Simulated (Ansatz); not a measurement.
A nudged elastic band was laid between two geometries of C2H7Ga (10 atoms, charge 0, multiplicity 1).

These are results of RKS B3LYP-D4/def2-SVP in Ansatz, not measurements.

```
movable images  : 7
climbing image  : yes
spring          : 5.0 eV/Å²
optimiser       : quadratic models (default)
start path      : through a guess of the saddle point
force threshold : 0.05 eV/Å
iteration limit : 60
end points      : relaxed
```

First end point:

```xyz
10
Properties=species:S:1:pos:R:3
Ga 0.456 0.016 -0.045
C 0.996 0.115 1.866
H 0.067 0.061 2.465
H 1.526 -0.830 2.093
C 1.841 1.327 2.270
H 2.107 1.311 3.342
H 2.785 1.375 1.702
H 1.311 2.276 2.083
H 0.929 1.116 -1.077
H -0.448 -1.176 -0.554
```

Last end point:

```xyz
10
Properties=species:S:1:pos:R:3
Ga -0.215 0.764 -0.946
C 1.685 -0.191 1.686
H 0.713 -0.692 1.826
H 2.418 -0.709 2.324
C 1.601 1.295 2.024
H 1.282 1.454 3.066
H 2.570 1.800 1.886
H 0.867 1.823 1.388
H 2.006 -0.353 0.641
H -1.356 0.399 0.250
```

(1) What changes between the two ends?

(2) What energy profile does the band end with?

(3) What is the geometry of the highest image?

Results:

(1) Bonds broken: Ga1–C2, Ga1–H9. Bonds formed: C2–H9. C2H7Ga becomes C2H6 + GaH.

(2) The run converged. The highest image is number 4 of 0 to 8, 54.2 kcal/mol above the first end and 49.6 kcal/mol above the last; the last end lies 4.6 kcal/mol above the first. The profile has 2 maxima (images 2, 4) with wells between them (image 3): this band takes more than one step, which may be the mechanism or a detour left from its start path. A structure lower than the last end lies on the path between it and the top, so the climb from that side starts below the end, which may itself be a saddle point or a shallow side well. Neighbouring images differ by up to 2.3 eV, so the band resolves the path poorly. A vibrational analysis at the climbing image gives one clearly imaginary mode, 756i cm⁻¹: a first-order saddle point. The orbitals stay closed-shell, which can raise the energy where a bond breaks towards radicals; this wasn't checked here.

```csv
image,path coordinate (Å),energy (kcal/mol),Ga1–C2 (Å),Ga1–H9 (Å),C2–H9 (Å)
0,0.00,0.0,1.99,1.58,3.11
1,1.90,0.8,1.99,1.58,3.10
2,3.80,3.1,1.99,1.58,3.14
3,5.71,1.8,1.99,1.58,3.06
4,7.61,54.2,2.47,1.58,2.02
5,8.76,7.1,3.04,2.42,1.12
6,9.92,6.1,3.32,2.53,1.11
7,11.08,4.5,3.42,2.71,1.11
8,12.23,4.6,3.38,2.95,1.10
```

(3) 
```xyz
10
Properties=species:S:1:pos:R:3
Ga 0.976 0.499 -0.325
C 1.159 -0.146 2.053
H 0.152 -0.496 2.284
H 1.968 -0.813 2.356
C 1.419 1.289 2.006
H 2.363 1.613 2.471
H 1.655 1.725 0.886
H 0.579 1.924 2.319
H 1.885 -0.660 0.241
H -0.587 0.654 -0.146
```

Time of the run: 7.2 min on 2 threads of Arm Neoverse V1, with other jobs on the host, peak memory 0.2 GiB.
